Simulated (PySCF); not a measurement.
## Worked example: entropy of an ideal gas

InHFCl, SMILES [F][InH][Cl].

The structure is a stationary point at B3LYP-D3(BJ)/def2-TZVP. The def2 effective core potentials stand for the cores of In; spin–orbit coupling is left out.

PySCF with B3LYP-D3(BJ)/def2-TZVP gives the harmonic wavenumbers 126, 355, 383, 428, 589, 1893 cm⁻¹ and the rotational temperatures 0.4881, 0.1327, 0.1043 K. The molar mass is 170.27 g/mol, the symmetry number 1, the spin multiplicity 1.

Problem. Work out the entropy at 298.15 K and 1 atm in the rigid-rotor, harmonic-oscillator model.

Solution. 
Translation (Sackur–Tetrode at 1 atm): S = R[1.5 ln M + 2.5 ln T − 1.16487] = 172.8 J/(mol K).
Rotation: q = (√π/σ) T^1.5/√(θA θB θC) = 111000, S = R[ln q + 3/2] = 109.1 J/(mol K).
Vibration: with u = 1.4388 ν/T, each mode gives R[u/(e^u − 1) − ln(1 − e^−u)]:
```json
[
 {"ν (cm⁻¹)": "126", "modes": "1", "u": "0.61", "S (J/(mol K))": "12.58"},
 {"ν (cm⁻¹)": "355", "modes": "1", "u": "1.71", "S (J/(mol K))": "4.79"},
 {"ν (cm⁻¹)": "383", "modes": "1", "u": "1.85", "S (J/(mol K))": "4.30"},
 {"ν (cm⁻¹)": "428", "modes": "1", "u": "2.07", "S (J/(mol K))": "3.62"},
 {"ν (cm⁻¹)": "589", "modes": "1", "u": "2.84", "S (J/(mol K))": "1.96"},
 {"ν (cm⁻¹)": "1893", "modes": "1", "u": "9.14", "S (J/(mol K))": "0.01"}
]
```
These are all the modes. Sum 27.3 J/(mol K).
Spin: R ln 1 = 0.0 J/(mol K).
Total 309.1 J/(mol K); the program's own thermochemistry gives 309.2. Translation makes up 56 % and vibration 9 %. Anharmonicity, hindered rotation and orbital degeneracy are left out.
